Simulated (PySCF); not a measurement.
## C6H7OS: g tensor and hyperfine couplings

C6H7OS (doublet state).
SMILES with atom numbers: `[O:1]=[S@:2]1[CH:3]=[CH:4][C:5]2[CH2:6][CH:7]1[CH2:8]2` (hydrogens: H9 on C3; H10 on C4; H11, H12 on C6; H13 on C7; H14, H15 on C8)

Geometry (GFN2-xTB, Å), atoms numbered from 1 in this order:
```
atom  x, y, z in Å
O1     0.761    2.300    1.157
S2     0.335    1.749   -0.132
C3     1.590    0.488   -0.542
C4     1.318   -0.809   -0.503
C5    -0.049   -1.210   -0.148
C6    -1.113   -0.454   -0.929
C7    -1.037    0.539    0.234
C8    -0.518   -0.572    1.150
H9     2.559    0.905   -0.761
H10    2.070   -1.561   -0.703
H11   -2.075   -0.963   -0.974
H12   -0.834   -0.096   -1.919
H13   -1.923    1.101    0.529
H14   -1.331   -1.107    1.639
H15    0.244   -0.303    1.880
```

Computed, not measured: PySCF 2.14.0, UKS B3LYP, pcH-1 on C H O S, non-relativistic, mean-field spin-orbit, GIAO. Geometry: GFN2-xTB; no solvent, vibrations or thermal averaging. A GFN2-xTB geometry isn't a minimum of the functional, and hyperfine couplings can be far from their values at a DFT geometry. Stability of the SCF solution: not tested.

```
g1, g2, g3                      : 2.00215, 2.00276, 2.00310
g_iso                           : 2.00267
Form of g                       : rhombic: the two nearest values differ by 36 % of g3 − g1
⟨S²⟩                            : 0.7529 (exact 0.7500)
HOMO–LUMO gap, α and β orbitals : 5.08, 4.19 eV
Basis functions                 : 280
```

Isotropic coupling and dipolar principal values T1 to T3, in 10⁻⁴ cm⁻¹ (1 × 10⁻⁴ cm⁻¹ = 2.998 MHz):

| atom | isotope | a_iso | of which spin–orbit | T1 | T2 | T3 | Mulliken spin population |
| --- | --- | --- | --- | --- | --- | --- | --- |
| O1 | 17O | 0.0 | 0.0 | -0.2 | 0.0 | 0.2 | 0.00 |
| S2 | 33S | -0.2 | 0.0 | -0.1 | 0.0 | 0.1 | 0.00 |
| C3 | 13C | 14.2 | 0.0 | -1.0 | -0.8 | 1.9 | 0.03 |
| C4 | 13C | -3.9 | 0.0 | -1.7 | -0.5 | 2.2 | -0.05 |
| C5 | 13C | 94.9 | 0.0 | -25.0 | -24.6 | 49.5 | 0.94 |
| C6 | 13C | -3.0 | 0.0 | -1.9 | -1.0 | 2.9 | -0.02 |
| C7 | 13C | 26.8 | 0.0 | -1.6 | -1.3 | 2.9 | 0.03 |
| C8 | 13C | -2.7 | 0.0 | -2.1 | -1.1 | 3.2 | -0.02 |
| H9 | 1H | 3.3 | 0.0 | -0.8 | -0.6 | 1.4 | 0.01 |
| H10 | 1H | 18.9 | 0.0 | -1.9 | -1.6 | 3.5 | 0.02 |
| H11 | 1H | 15.5 | 0.0 | -1.9 | -1.7 | 3.6 | 0.02 |
| H12 | 1H | 2.0 | 0.0 | -1.8 | -1.0 | 2.7 | 0.00 |
| H13 | 1H | 17.0 | 0.0 | -1.1 | -0.6 | 1.7 | 0.03 |
| H14 | 1H | 15.8 | 0.0 | -1.9 | -1.8 | 3.7 | 0.02 |
| H15 | 1H | 2.3 | 0.0 | -1.8 | -0.9 | 2.7 | 0.00 |

The largest Mulliken spin population is on C5 (+0.94). The angles at C5 add up to 316.1°, so it is pyramidal.

Under fast tumbling the dipolar parts average out, and these isotropic splittings remain (the largest six): 1 × 1H (H10, I = 1/2, 2 lines) with 2.02 mT, 1 × 1H (H13, I = 1/2, 2 lines) with 1.82 mT, 1 × 1H (H14, I = 1/2, 2 lines) with 1.69 mT, 1 × 1H (H11, I = 1/2, 2 lines) with 1.66 mT, 1 × 1H (H9, I = 1/2, 2 lines) with 0.35 mT and 1 × 1H (H15, I = 1/2, 2 lines) with 0.24 mT.

The 13C coupling of C5 (284.5 MHz) shows only in satellite lines or after enrichment, since that isotope makes up about 1.07 % of natural carbon.
